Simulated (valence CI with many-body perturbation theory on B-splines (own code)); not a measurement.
**Missing levels of Nd XLVIII**

Calculated by relativistic CI+MBPT: three valence electrons over a frozen Dirac-Fock core [Ne], radial functions for each j: 11 s, 11 p, 9 d, 7 f, 5 g, 2 h, 1 i, with the one-electron correlation potential Σ1 (screened to all orders), the two-electron term Σ2, the three-electron term Σ3, Breit, model QED; selected single and double excitations, second order for the rest (own B-spline code, finite nucleus).

The last digits are not significant, and no measured levels were compared; by estimate large intervals hold to a few tenths of a per cent, small ones and those within an open d or f shell to about a per cent.

```
                     Level  E (Ry)
        (3s^2 3p1/2) J=1/2   0.000
        (3s 3p1/2^2) J=1/2   8.807
        (3s^2 3p3/2) J=3/2   9.935
(3s 3p1/2 3p3/2) J=3/2 [a]  17.172
    (3s 3p1/2 3p3/2) J=5/2  18.144
(3s 3p1/2 3p3/2) J=3/2 [b]  19.419
    (3s 3p1/2 3p3/2) J=1/2  20.020
        (3s^2 3d3/2) J=3/2       ?
        (3s^2 3d5/2) J=5/2       ?
        (3s 3p3/2^2) J=5/2  28.096
     (3p1/2^2 3p3/2) J=3/2       ?
(3s 3p1/2 3d3/2) J=3/2 [a]  29.285
    (3s 3p1/2 3d3/2) J=5/2  29.989
        (3s 3p3/2^2) J=1/2  29.990
        (3s 3p3/2^2) J=3/2       ?
    (3s 3p1/2 3d3/2) J=1/2       ?
(3s 3p1/2 3d3/2) J=3/2 [b]  31.636
(3s 3p1/2 3d5/2) J=5/2 [a]       ?
    (3s 3p1/2 3d5/2) J=7/2  32.953
(3s 3p1/2 3d5/2) J=5/2 [b]  33.588
```

Levels are named by their leading jj configuration (3d3/2^4 stands for four electrons in 3d with j = 3/2), which in mixed levels can hold well under half, so a name can repeat and another be missing. Letters in brackets count levels of one name in rising energy.

Q: The levels stand in rising order. What does the calculation give for the missing energies?

A: (3s^2 3d3/2) J=3/2 23.014; (3s^2 3d5/2) J=5/2 24.679; (3p1/2^2 3p3/2) J=3/2 28.258; (3s 3p3/2^2) J=3/2 30.382; (3s 3p1/2 3d3/2) J=1/2 31.452; (3s 3p1/2 3d5/2) J=5/2 [a] 32.327.
